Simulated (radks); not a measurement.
Question: As II, configuration [Ar] 3d10 4s2 4p2 (the NIST ground configuration). Calculated with a radial shooting solver on a logarithmic mesh with Libxc functionals: scalar-relativistic Kohn-Sham, PBE, spin-polarised, spherical densities, finite nucleus; open shells are filled with parallel spins first; Fermi nuclear charge, rms radius 4.0968 fm. Some entries of the table are withheld. Estimate them.

orbital  occ.  eigenvalue (hartree)  <r^2> (bohr^2)
1s up       1             -431.0368        0.002786
1s down     1             -431.0334        0.002786
2s up       1             -54.99149         0.04848
2s down     1             -54.99012         0.04848
2p up       3             -48.26420         0.03846
2p down     3             -48.26133         0.03846
3s up       1              -7.34883          0.4126
3s down     1              -7.34454          0.4123
3p up       3              -5.26820             (1)
3p down     3              -5.26321             (2)
3d up       5              -1.85015             (3)
3d down     5              -1.84209             (4)
4s up       1              -0.88511             (5)
4s down     1              -0.81621             (6)
4p up       2              -0.51740           6.081
4p down     0              -0.44691           6.319

Answer: 
(1) 3p up <r^2> (bohr^2): 0.4479
(2) 3p down <r^2> (bohr^2): 0.4472
(3) 3d up <r^2> (bohr^2): 0.5838
(4) 3d down <r^2> (bohr^2): 0.5753
(5) 4s up <r^2> (bohr^2): 4.023
(6) 4s down <r^2> (bohr^2): 4.009
